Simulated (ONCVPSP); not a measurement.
# Br: one change to an ONCV potential, before and after

bromine (Br), optimised norm-conserving Vanderbilt (ONCV), made with ONCVPSP 4.0.1 (LDA (Perdew-Zunger), fully relativistic). Core [Ne], reference 3s2 3p6 3d10 4s2 4p5. Waves: 3s+4s: rc 0.95 bohr, ncon 4, nbas 7, qcut 11.1 1/bohr, 2 projectors; 3p+4p: rc 0.80 bohr, ncon 3, nbas 6, qcut 20.4 1/bohr, 2 projectors; 3d: rc 0.60 bohr, ncon 4, nbas 8, qcut 24.3 1/bohr, 2 projectors, debl 3.3 Ha. Local part: polynomial inside 0.45 bohr (lpopt 5, dvloc0 1 Ha). Core correction: polynomial model core, fcfact 0.45.

Open shells are filled in proportion to 2j + 1.

All-electron outer shells of the reference configuration (LDA (Perdew-Zunger), scalar-relativistic, ld1.x):

```csv
shell,level (eV),outermost node (bohr),outermost maximum (bohr)
2s,-1730.55,0.06,0.16
2p,-1527.86,–,0.13
3s,-237.20,0.23,0.48
3p,-173.21,0.21,0.48
3d,-67.00,–,0.43
4s,-20.32,0.67,1.41
4p,-8.01,0.70,1.66
```

Change: p: qcut 28.4.

Cutoffs: the cutoffs (Ha) at which the residual kinetic energy of the hardest occupied pseudo-wave falls to 1 and 0.1 mHa per electron; they do not see the model core or the augmentation charge, which bear on the density cutoff. Errors are all-electron minus pseudo energies relative to the spin-unpolarised reference configuration.

What does the change do?

The potential gets neither clearly harder nor softer (250 Ha and 278 Ha → 250 Ha and 278 Ha); the d channel sets the loose cutoff, while the largest relative change is in p, which becomes harder; the errors of the 4 common tests hardly move; neither file shows a bound ghost.

| quantity | base | changed |
| --- | --- | --- |
| cutoff, loose | 250 Ha | 250 Ha |
| cutoff, tight | 278 Ha | 278 Ha |
| loose cutoff by channel | s 52 Ha, p 75 Ha, d 250 Ha | s 52 Ha, p 110 Ha, d 250 Ha |
| bound ghosts | none | none |
| GHOST(+) flags under 300 eV | none | none |
| error for 3s2 3p6 3d10 4s2 4p4, meV [ΔE 12.71 eV] | +2.0 | +2.1 |
| error for 3s2 3p6 3d10 4s2 4p3, meV [ΔE 35.66 eV] | +5.2 | +5.2 |
| error for 3s2 3p6 3d10 4s2 4p2, meV [ΔE 69.89 eV] | +9.9 | +10.0 |
| error for 3s2 3p5 3d10 4s2 4p5, meV [ΔE 185.28 eV] | +44 | +48 |
| s: phases at 0.97 bohr within 0.05 rad from the reference energy up to (Ha; the scan ends near 5) | to the end of the scan | to the end of the scan |
| p3/2: phases at 0.81 bohr within 0.05 rad from the reference energy up to (Ha; the scan ends near 5) | to the end of the scan | to the end of the scan |
| p1/2: phases at 0.81 bohr within 0.05 rad from the reference energy up to (Ha; the scan ends near 5) | to the end of the scan | to the end of the scan |
| d5/2: phases at 0.61 bohr within 0.05 rad from the reference energy up to (Ha; the scan ends near 5) | to the end of the scan | to the end of the scan |
| d3/2: phases at 0.61 bohr within 0.05 rad from the reference energy up to (Ha; the scan ends near 5) | to the end of the scan | to the end of the scan |
| rms error of d²Exc/dni dnj with the model core, mHa | 6.24 | 6.25 |
